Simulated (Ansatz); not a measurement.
H3BClSi, SMILES `[SiH3][B-]Cl` (singlet; the order of the spin states depends on the level) (charge -1, multiplicity 1). This singlet lies 0.07 eV below the relaxed triplet at the level frozen-core CCSD(T)/aug-cc-pVTZ // B3LYP-D3(BJ)/def2-TZVPD (Ansatz, a program for electronic structure); other levels give the other order.

Method: frozen-core CCSDT(Q)/aug-cc-pVDZ // B3LYP-D3(BJ)/def2-TZVPD (Ansatz).

Ansatz 0.2 input:
```yaml
crystal:
  periodic: [false, false, false]
  atoms:
    - { symbol: Si, position_ang: [-0.532343, 0.026454, 0.014031] }
    - { symbol: B, position_ang: [1.288819, -0.912996, 0.304954] }
    - { symbol: Cl, position_ang: [2.658298, 0.248852, -0.223639] }
    - { symbol: H, position_ang: [-1.386399, -0.835564, -0.873128] }
    - { symbol: H, position_ang: [-1.281686, 0.044445, 1.317008] }
    - { symbol: H, position_ang: [-0.746687, 1.428809, -0.539226] }
basis:
  gaussian: { orbitals: aug-cc-pVDZ }
correlation:
  method: ccsdt_q
total_charge: -1
```

Output:

```
Functional definition: HF
1810 factors; integrals over basis functions are off by at most 1.2e-7 eV
mean field evaluation 1: about -21082.3898 eV, gradient 1.5e1 eV
mean field evaluation 2: about -21082.3910 eV, gradient 1.5e1 eV
mean field evaluation 4: about -21083.9505 eV, gradient 2.5e0 eV
mean field evaluation 8: about -21084.0383 eV, gradient 8.4e-2 eV
mean field evaluation 16: about -21084.0280 eV, gradient 7.5e-1 eV
mean field evaluation 32: about -21080.5838 eV, gradient 2.2e-3 eV
mean field -21084.03840032 eV, -774.8241199373 hartree, gradient 3.1e-6 eV, S^2 0.000000; 1 other end points of the search recorded, 0 dependent functions left out; unrestricted orbitals would lower it
determinant -21084.03840032 eV, -774.8241199373 hartree, with singles and doubles -21094.91648662 eV, -775.2238822352 hartree
determinant -21080.58383099 eV, -774.6971668559 hartree, with singles and doubles -21091.49315992 eV, -775.0980772994 hartree
11 core orbitals not correlated
reference -21084.03840032 eV, -774.8241199373 hartree; 9, 9 occupied and 84, 84 virtual orbitals, 1810 factors
second order -9.50050899 eV of doubles, -0.00000000 eV of singles
cycle   1  -10.41570591 eV  change   -9.2e-1 eV  update   1.1e-1
cycle   2  -11.00455298 eV  change   -5.9e-1 eV  update   5.4e-2
cycle   3  -11.32971272 eV  change   -3.3e-1 eV  update   3.4e-2
cycle   4  -11.30509987 eV  change    2.5e-2 eV  update   1.4e-2
cycle   5  -11.28717279 eV  change    1.8e-2 eV  update   1.0e-2
cycle   6  -11.29620261 eV  change   -9.0e-3 eV  update   5.2e-3
cycle   7  -11.30201264 eV  change   -5.8e-3 eV  update   3.2e-3
cycle   8  -11.30015952 eV  change    1.9e-3 eV  update   1.8e-3
cycle   9  -11.30036759 eV  change   -2.1e-4 eV  update   1.0e-3
cycle  10  -11.30226236 eV  change   -1.9e-3 eV  update   5.8e-4
cycle  11  -11.30100123 eV  change    1.3e-3 eV  update   3.3e-4
cycle  12  -11.30123313 eV  change   -2.3e-4 eV  update   1.8e-4
cycle  13  -11.30125419 eV  change   -2.1e-5 eV  update   1.0e-4
cycle  14  -11.30125399 eV  change    2.0e-7 eV  update   5.2e-5
cycle  15  -11.30129465 eV  change   -4.1e-5 eV  update   2.5e-5
cycle  16  -11.30132406 eV  change   -2.9e-5 eV  update   1.5e-5
cycle  17  -11.30132491 eV  change   -8.5e-7 eV  update   7.4e-6
cycle  18  -11.30132249 eV  change    2.4e-6 eV  update   4.6e-6
cycle  19  -11.30132332 eV  change   -8.3e-7 eV  update   2.6e-6
cycle  20  -11.30132331 eV  change    1.5e-8 eV  update   1.3e-6
perturbative correction -0.02918867 eV, -0.0010726639 hartree
Total energy: -21095.36891230 eV, -775.2405085724 hartree
```
